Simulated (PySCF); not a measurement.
Si(OH)3(SH) (H₄O₃SSi), SMILES O[Si](O)(O)S. Atoms are numbered in the order given.

```xyz
9

O     -1.2468     0.3034    -1.2294
Si    -0.2980    -0.2032     0.0244
O     -0.9367    -0.0111     1.5402
O     -0.1067    -1.8314    -0.1847
S      1.4792     0.9908    -0.0517
H     -1.8620    -0.3625    -1.5632
H     -0.9890     0.8938     1.8709
H      0.2335    -2.3278     0.5691
H      1.4445     1.1017    -1.3991
```

Geometry optimised at B3LYP-D3(BJ)/def2-SVP. The values are those of a single conformer.

Calculation: r2SCAN/def2-TZVP (PySCF).

The molecule is in vacuum.

```json
{
  "total_energy": "-915.92881 hartree",
  "highest_occupied_level": "-6.62 eV",
  "lowest_empty_level": "-0.14 eV",
  "orbital_gap": "6.49 eV",
  "dipole_moment": "0.169 e·Å",
  "quadrupole, principal values (traceless, Buckingham form, about the centre of nuclear charge)": "-2.71, 0.25, 2.46 D·Å",
  "mean_static_polarisability": "51.5 bohr³ (7.63 Å³)",
  "polarisability_principal_values": "45.6, 49.3, 59.7 bohr³"
}
```
